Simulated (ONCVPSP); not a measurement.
Configuration tests for Fe (Z = 26) (ONCV)

iron (Fe), optimised norm-conserving Vanderbilt (ONCV), made with ONCVPSP 4.0.1 (PBE, fully relativistic). Core [Ne], reference 3s2 3p6 3d6 4s2. Waves: 3s+4s: rc 1.40 bohr, ncon 3, nbas 7, qcut 7.2 1/bohr, 2 projectors; 3p: rc 0.75 bohr, ncon 3, nbas 7, qcut 9.4 1/bohr, 2 projectors, debl 2.6 Ha; 3d: rc 1.15 bohr, ncon 4, nbas 9, qcut 14.7 1/bohr, 2 projectors, debl 2.9 Ha. Local part: polynomial inside 0.65 bohr (lpopt 1, dvloc0 3 Ha). Core correction: Teter function, fcfact 3.25, rcfact 1.4.

Open shells are filled in proportion to 2j + 1.

Energies are relative to the spin-unpolarised reference configuration 3s2 3p6 3d6 4s2; without spin polarisation the order of configurations can differ from experiment.

| valence configuration | charge | ΔE all-electron (eV) | error AE − PS (meV) |
| --- | --- | --- | --- |
| 3s2 3p6 3d6 4s1 | +1 | 8.729 | +0.6 |
| 3s2 3p6 3d6 4s0 | +2 | 24.933 | +2.0 |
| 3s2 3p6 3d5 4s0 | +3 | 59.155 | -0.2 |

Task: What are ΔE and the potential's error for 3s2 3p6 3d7 4s1?

Result: ΔE = -0.792 eV all-electron; the error (AE − PS) is +2.7 meV.

Levels in the configuration 3s2 3p6 3d5 4s0:

```
   level  all-electron (eV)  pseudo (eV)
3s j=1/2           -131.145     -131.247
3p j=3/2            -96.423      -96.432
3p j=1/2            -98.004      -98.008
3d j=5/2            -43.142      -43.131
3d j=3/2            -43.320      -43.307
```
